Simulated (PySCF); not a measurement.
Some computed properties have been withheld. Give your best values.

Compound: C7H10F (charge +1).
InChI=1S/C7H10F/c1-7(6-8)4-2-3-5-7/h2-4H,5-6H2,1H3/q+1/t7-/m1/s1

Conformer (atom-mapped SMILES and torsion angles): `[CH3:1][C@@:2]1([CH2:3][F:4])[CH:5]=[CH:6][CH+:7][CH2:8]1`: C1–C2–C3–F4 -67°.

| property | level | value |
| --- | --- | --- |
| point group of the GFN2-xTB geometry | GFN2-xTB | ? |
| rotational constants A, B, C of the GFN2-xTB geometry | GFN2-xTB | ? |
| HOMO energy | CAM-B3LYP/def2-SVPD | ? |
| LUMO energy | CAM-B3LYP/def2-SVPD | -7.68 eV |
| lowest singlet excitation | TDDFT CAM-B3LYP/def2-SVPD | 4.49 eV (276 nm, f = 0.056) |
| strongest line among the 8 lowest singlet transitions | TDDFT CAM-B3LYP/def2-SVPD | ? |
| lowest triplet excitation (Tamm–Dancoff) | TDA CAM-B3LYP/def2-SVPD | ? |
| static isotropic polarisability | CAM-B3LYP/def2-SVPD | 74.5 au |
| electronic spatial extent ⟨r²⟩ about the centre of nuclear charge | CAM-B3LYP/def2-SVPD | ? |

The electronic properties come from PySCF, for the isolated species, density fitting.

(1) The rotational constants A, B, C of the GFN2-xTB geometry?

(2) The point group of the GFN2-xTB geometry?

(3) Give the strongest line among the 8 lowest singlet transitions.

(4) What is the lowest triplet excitation (Tamm–Dancoff)?

(5) What is the HOMO energy?

(6) What is the electronic spatial extent ⟨r²⟩ about the centre of nuclear charge?

Results:

(1) 3.578, 1.600, 1.477 GHz.

(2) C1.

(3) S4 at 5.33 eV (233 nm, f = 0.079).

(4) 2.97 eV.

(5) -15.22 eV.

(6) 896 bohr².

The 8 singlets span 4.49 to 6.57 eV, and their oscillator strengths add up to 0.27. With B = h/(8π²I), that is 505.379 GHz u Å² over I, the principal moments of inertia are 141.3, 315.8 and 342.2 u Å² (most abundant isotopes); the inertial defect Ic − Ia − Ib is -114.9 u Å² (zero for a rigid planar frame, negative otherwise). The vertical singlet–triplet gap S1 − T1 is 1.52 eV (TDDFT singlet less Tamm–Dancoff triplet; S1: HOMO→LUMO, weight 0.67; T1: HOMO→LUMO, weight 0.54, beside HOMO−2→LUMO, weight 0.39). The rotational constants make it an asymmetric top with κ = (2B − A − C)/(A − C) = -0.88, nearer the prolate limit (−1).

One conformer stands for the species.
